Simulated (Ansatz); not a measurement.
Reactions of C2H7NOSi, SMILES `C[SiH2]C(N)=O`.

Computed with Ansatz on PBE0-D4/def2-TZVP structures; ΔE is electronic, products minus reactants. CCSD(T)/CBS is the MP2 limit (def2-TZVPP, def2-QZVPP) plus CCSD(T) − MP2 in def2-TZVPP, frozen cores. This one scheme is used for every species. Each species was taken in one conformer, which may not be the lowest.

(1) Order these by ΔE at CCSD(T)/CBS, lowest first. (Best estimate.)
A. `C[SiH2]C(N)=O` + H₂ → `NC=O` + `C[SiH3]`
B. `C[SiH2]C(N)=O` → `NC=O` + `C[SiH]`
C. `C[SiH2]C(N)=O` → `CN(C)[Si]O`
D. `C[SiH2]C(N)=O` + `SS` → `C[SiH2]SS` + `NC=O`
E. `C[SiH2]C(N)=O` + H–F → `NC(=O)[SiH2]F` + CH₄
F. `C[SiH2]C(N)=O` + `CCl` → `NC(=O)[SiH2]CCl` + CH₄
G. `C[SiH2]C(N)=O` → `C=NCO[SiH3]`
H. `C[SiH2]C(N)=O` + H₂ → `NC(=O)[SiH3]` + CH₄

Largest T1 diagnostic: 0.016, for `NC(=O)[SiH3]`.

Results:

(1) E (-135.5 kJ/mol), D (-76.5 kJ/mol), C (-53.4 kJ/mol), A (-30.5 kJ/mol), H (-20.5 kJ/mol), F (+3.5 kJ/mol), G (+67.3 kJ/mol), B (+223.2 kJ/mol).
